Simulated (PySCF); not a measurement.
How methods differ on the ionisation energy of Ag

Ag [Kr] 4d10 5s1 (2S) → Ag⁺ [Kr] 4d10 (1S), as a difference of total energies. Computed with PySCF 2.14 in def2-QZVPPD with the def2 core potential (28 electrons), with scalar relativity through the core potential. Correlated levels: valence: 4s2 4p6 frozen; valence and next inner shell: nothing frozen outside the core potential. The calculations carry no spin-orbit coupling.

| method | ionisation energy (eV) |
| --- | --- |
| UHF | 6.359 |
| LDA | 8.353 |
| PBE | 8.026 |
| PBE0 | 7.693 |
| r2SCAN | 7.894 |
| BHandHLYP | 7.456 |
| wB97X-V | 7.368 |
| TPSSh | 7.678 |
| PW91 | 8.098 |
| MP2 (valence) | 7.461 |
| SCS-MP2 (valence) | 7.294 |
| MP2 (valence and next inner shell) | 7.596 |
| SCS-MP2 (valence and next inner shell) | 7.392 |

Errors of the correlated levels include the incompleteness of this basis and the frozen core.

Task: Which method comes closest to the reference value, and which is furthest?

Result: The reference is 7.576 eV (measured; NIST Atomic Spectra Database, ionization energies). Closest: MP2 (valence and next inner shell) (error 0.020 eV); furthest: UHF (error -1.217 eV).
